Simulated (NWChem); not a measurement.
System: C₄H₃Br; SMILES C#C/C=C\Br

Here is an NWChem input.

```
start job
memory heap 200 mb stack 900 mb global 1100 mb
geometry units angstroms noautosym nocenter noautoz
  C      1.152336    -2.670386     0.000000
  C      0.124417    -2.024649     0.000000
  C     -1.097881    -1.306737     0.000000
  C     -1.237948     0.028565     0.000000
  Br     0.181717     1.238405     0.000000
  H      2.068661    -3.231811     0.000000
  H     -2.022298    -1.896463     0.000000
  H     -2.220805     0.502768     0.000000
end
basis spherical
  * library def2-svp
end
dft
  xc pbe0
  iterations 150
end
cosmo
  do_cosmo_smd true
  solvent water
end
task dft energy
```

Structure relaxed at the PBE0/def2-SVP level. Solvent: water.

Level: PBE0/def2-SVP with SMD (1 M gas to 1 M solution), gas-phase geometry.

Question: Give the results of this calculation. (PBE0/def2-SVP, SMD on the gas-phase geometry.) Quantities: solvation free energy (kcal/mol); cavity-dispersion-structure term (kcal/mol); dipole in solution (D).

Answer: 
```yaml
solvation free energy (kcal/mol): -1.3
cavity-dispersion-structure term (kcal/mol): 3.5
dipole in solution (D): 1.43
```
